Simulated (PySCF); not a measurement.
Atomic charges against the basis set

Species: C₂H₃F₅S.
Structure used (PBE0-D3(BJ)/def2-SVP), in Å, numbered top down from 1:
```xyz
11
C2H3F5S angstrom
C      1.698    0.504    0.111
C      0.778   -0.370   -0.265
S     -0.974   -0.123    0.012
F     -2.553    0.045    0.231
F     -0.763    0.347    1.535
F     -0.927    1.415   -0.456
F     -1.285   -0.579   -1.502
F     -1.124   -1.651    0.499
H      1.442    1.436    0.619
H      2.753    0.299   -0.086
H      0.972   -1.315   -0.775
```

PBE0 throughout (PySCF), one geometry, spherical d and f functions. Isolated species at its PBE0-D3(BJ)/def2-SVP geometry, gas phase. Atoms taken as equivalent share a column and are averaged. The first 7 of 8 kinds of atom are listed.

Mulliken charges (e):

```csv
basis,functions,C1,C2,S3,F4,F5/F6/F7/F8,H9,H10
STO-3G,47,-0.160,-0.237,+1.268,-0.239,-0.232,+0.098,+0.099
pcSseg-0,82,-0.328,-0.392,+2.041,-0.420,-0.440,+0.275,+0.269
6-31G,82,-0.267,-0.464,+1.786,-0.328,-0.364,+0.231,+0.217
6-31G*,122,-0.351,-0.366,+1.786,-0.324,-0.355,+0.223,+0.210
cc-pVDZ,131,+0.032,-0.222,+1.283,-0.246,-0.272,+0.080,+0.079
def2-SVP,131,-0.018,-0.104,+1.412,-0.293,-0.321,+0.094,+0.088
pcSseg-1,158,-0.096,-0.375,+1.671,-0.315,-0.344,+0.161,+0.156
aug-cc-pVDZ,215,+0.482,+0.685,+2.757,-0.531,-0.552,-0.396,-0.296
"6-311+G(2d,p)",242,-0.208,-0.177,+0.215,-0.063,-0.059,+0.158,+0.149
def2-TZVP,272,-0.224,-0.163,+0.886,-0.200,-0.198,+0.171,+0.156
cc-pVTZ,286,-0.218,-0.188,+1.061,-0.199,-0.225,+0.152,+0.145
IGLO-III,319,-0.256,+0.015,+1.475,-0.291,-0.329,+0.137,+0.124
```

IAO charges (e):

```tsv
basis	functions	C1	C2	S3	F4	F5/F6/F7/F8	H9	H10
STO-3G	47	-0.249	-0.361	+1.701	-0.309	-0.305	+0.145	+0.147
pcSseg-0	82	-0.232	-0.327	+2.063	-0.391	-0.420	+0.185	+0.185
6-31G	82	-0.243	-0.316	+2.048	-0.385	-0.423	+0.192	+0.192
6-31G*	122	-0.254	-0.324	+2.333	-0.432	-0.464	+0.177	+0.174
cc-pVDZ	131	-0.257	-0.325	+2.309	-0.427	-0.460	+0.178	+0.176
def2-SVP	131	-0.247	-0.322	+2.325	-0.431	-0.463	+0.175	+0.172
pcSseg-1	158	-0.254	-0.325	+2.324	-0.431	-0.464	+0.179	+0.177
aug-cc-pVDZ	215	-0.264	-0.321	+2.334	-0.433	-0.468	+0.183	+0.181
6-311+G(2d,p)	242	-0.263	-0.330	+2.359	-0.437	-0.471	+0.183	+0.181
def2-TZVP	272	-0.264	-0.336	+2.407	-0.446	-0.478	+0.182	+0.179
cc-pVTZ	286	-0.265	-0.332	+2.382	-0.441	-0.474	+0.182	+0.180
IGLO-III	319	-0.266	-0.332	+2.386	-0.442	-0.475	+0.183	+0.180
```

Hirshfeld charges (e):

```json
{"basis": "STO-3G", "functions": "47", "C1": "-0.048", "C2": "-0.116", "S3": "+0.908", "F4": "-0.176", "F5/F6/F7/F8": "-0.169", "H9": "+0.038", "H10": "+0.038"}
{"basis": "pcSseg-0", "functions": "82", "C1": "-0.043", "C2": "-0.088", "S3": "+0.744", "F4": "-0.157", "F5/F6/F7/F8": "-0.165", "H9": "+0.065", "H10": "+0.078"}
{"basis": "6-31G", "functions": "82", "C1": "-0.041", "C2": "-0.087", "S3": "+0.714", "F4": "-0.155", "F5/F6/F7/F8": "-0.165", "H9": "+0.073", "H10": "+0.082"}
{"basis": "6-31G*", "functions": "122", "C1": "-0.058", "C2": "-0.073", "S3": "+0.557", "F4": "-0.125", "F5/F6/F7/F8": "-0.127", "H9": "+0.065", "H10": "+0.071"}
{"basis": "cc-pVDZ", "functions": "131", "C1": "-0.063", "C2": "-0.084", "S3": "+0.580", "F4": "-0.128", "F5/F6/F7/F8": "-0.125", "H9": "+0.060", "H10": "+0.071"}
{"basis": "def2-SVP", "functions": "131", "C1": "-0.065", "C2": "-0.083", "S3": "+0.613", "F4": "-0.133", "F5/F6/F7/F8": "-0.132", "H9": "+0.061", "H10": "+0.072"}
{"basis": "pcSseg-1", "functions": "158", "C1": "-0.064", "C2": "-0.084", "S3": "+0.598", "F4": "-0.132", "F5/F6/F7/F8": "-0.128", "H9": "+0.060", "H10": "+0.074"}
{"basis": "aug-cc-pVDZ", "functions": "215", "C1": "-0.071", "C2": "-0.086", "S3": "+0.592", "F4": "-0.131", "F5/F6/F7/F8": "-0.128", "H9": "+0.064", "H10": "+0.075"}
{"basis": "6-311+G(2d,p)", "functions": "242", "C1": "-0.066", "C2": "-0.086", "S3": "+0.586", "F4": "-0.130", "F5/F6/F7/F8": "-0.128", "H9": "+0.065", "H10": "+0.073"}
{"basis": "def2-TZVP", "functions": "272", "C1": "-0.068", "C2": "-0.083", "S3": "+0.560", "F4": "-0.125", "F5/F6/F7/F8": "-0.122", "H9": "+0.063", "H10": "+0.073"}
{"basis": "cc-pVTZ", "functions": "286", "C1": "-0.068", "C2": "-0.084", "S3": "+0.569", "F4": "-0.127", "F5/F6/F7/F8": "-0.123", "H9": "+0.062", "H10": "+0.073"}
{"basis": "IGLO-III", "functions": "319", "C1": "-0.072", "C2": "-0.084", "S3": "+0.578", "F4": "-0.128", "F5/F6/F7/F8": "-0.124", "H9": "+0.062", "H10": "+0.074"}
```

Which scheme is steadiest as the basis changes?

Largest range over the bases for any column: Hirshfeld 0.35 e, IAO 0.71 e, Mulliken 2.54 e. Hirshfeld charges move least and Mulliken charges most, counted in e. Without the minimal STO-3G basis the ranges are Hirshfeld 0.19, IAO 0.36, Mulliken 2.54 e.

How much do the charges still move between the two largest bases, cc-pVTZ and IGLO-III?

At most, over all atoms: Mulliken 0.414 e, IAO 0.004 e, Hirshfeld 0.009 e.

What do the same runs give for the total energy, the frontier levels and the dipole moment?

| basis | energy (Eh) | HOMO (eV) | LUMO (eV) | μ (D) |
| --- | --- | --- | --- | --- |
| STO-3G | -961.7699 | -5.38 | 2.57 | 1.69 |
| pcSseg-0 | -972.6214 | -9.66 | -1.82 | 4.11 |
| 6-31G | -974.2246 | -9.48 | -2.24 | 4.42 |
| 6-31G* | -974.5585 | -8.80 | -0.77 | 3.19 |
| cc-pVDZ | -974.6013 | -8.96 | -1.01 | 3.23 |
| def2-SVP | -974.0038 | -9.07 | -1.11 | 3.26 |
| pcSseg-1 | -974.5178 | -9.16 | -1.24 | 3.37 |
| aug-cc-pVDZ | -974.6688 | -9.08 | -1.29 | 3.29 |
| 6-311+G(2d,p) | -974.8055 | -9.10 | -1.31 | 3.35 |
| def2-TZVP | -974.9013 | -9.05 | -1.22 | 3.23 |
| cc-pVTZ | -974.8544 | -9.03 | -1.15 | 3.20 |
| IGLO-III | -974.8922 | -9.04 | -1.25 | 3.21 |

The dipole is fixed by the density alone, so its range of 2.73 D shows that the density itself changes with the basis, not only its division among atoms.
